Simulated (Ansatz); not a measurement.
Species: H₆BN₃, SMILES `NB(N)N` (charge 0, multiplicity 1), formula H₆BN₃.

Task: How many basis functions does frozen-core CCSD(T)/def2-TZVPP // r2SCAN-D4/def2-TZVP (Ansatz, a quantum-chemistry and plane-wave program) use, how many core orbitals are frozen, and how many electrons are correlated?

Result: 208 basis functions and 4 frozen orbitals, which leaves 24 correlated electrons. Core time is of the order of minutes.
